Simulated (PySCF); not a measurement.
# Shieldings and the share of exact exchange

Molecule: SMILES CB(Cl)P[SiH3], CH₇BClPSi.

Molfile (atoms numbered from 1):
```
CH7BClPSi
     RDKit          3D

 12 11  0  0  0  0  0  0  0  0999 V2000
    4.2423   -1.3845    1.1169 C   0  0  0  0  0  0  0  0  0  0  0  0
    2.9067   -1.4773    1.9202 B   0  0  0  0  0  0  0  0  0  0  0  0
    2.6163   -2.9135    2.9194 Cl  0  0  0  0  0  0  0  0  0  0  0  0
    1.6020   -0.1040    2.0079 P   0  0  0  0  0  0  0  0  0  0  0  0
   -0.3122   -1.2732    1.7884 Si  0  0  0  0  0  4  0  0  0  0  0  0
    4.3888   -0.4294    0.5942 H   0  0  0  0  0  0  0  0  0  0  0  0
    4.2591   -2.1969    0.3692 H   0  0  0  0  0  0  0  0  0  0  0  0
    5.1030   -1.5686    1.7812 H   0  0  0  0  0  0  0  0  0  0  0  0
    1.7251    0.4444    0.7000 H   0  0  0  0  0  0  0  0  0  0  0  0
   -1.3506   -0.3222    1.2901 H   0  0  0  0  0  0  0  0  0  0  0  0
   -0.2085   -2.4264    0.8448 H   0  0  0  0  0  0  0  0  0  0  0  0
   -0.6996   -1.7693    3.1392 H   0  0  0  0  0  0  0  0  0  0  0  0
  1  2  1  0
  2  3  1  0
  2  4  1  0
  4  5  1  0
  1  6  1  0
  1  7  1  0
  1  8  1  0
  4  9  1  0
  5 10  1  0
  5 11  1  0
  5 12  1  0
M  END
```

GIAO shieldings (ppm, equivalent atoms averaged) in PySCF 2.14.0 with density-fitted response routines on the PBE0-D3(BJ)/def2-SVP geometry, basis pcSseg-2, gas phase, non-relativistic:

```csv
functional,exact exchange (%),σ(C1),σ(B2),σ(Cl3),σ(Si5)
BLYP,0,156.4,0.6,624.6,391.3
BP86,0,159.9,6.0,624.7,403.2
PBE,0,160.0,4.7,622.3,405.7
B3LYP,20,161.2,5.1,657.7,403.5
PBE0,25,165.5,10.1,664.8,420.0
BHandHLYP,50,167.1,12.5,703.6,421.1
HF,100,175.7,28.1,772.1,453.1
```

Question: Fit each shielding as a line in the percentage of exact exchange.

Answer: σ(C1) = 159.0 + 0.17 x (rms 1.5 ppm); σ(B2) = 3.0 + 0.24 x (rms 2.2 ppm); σ(Cl3) = 625.5 + 1.49 x (rms 2.4 ppm); σ(Si5) = 399.5 + 0.52 x (rms 5.8 ppm). The functionals also differ in their semilocal parts, which the line can't hold; Hartree–Fock has no correlation at all.

Question: What does the line predict for mPW1PW91 (25 %), and what does the run give?

Answer: σ(C1): 163.2 predicted, 165.0 computed; σ(B2): 9.0 predicted, 10.2 computed; σ(Cl3): 662.8 predicted, 665.7 computed; σ(Si5): 412.5 predicted, 417.8 computed ppm.
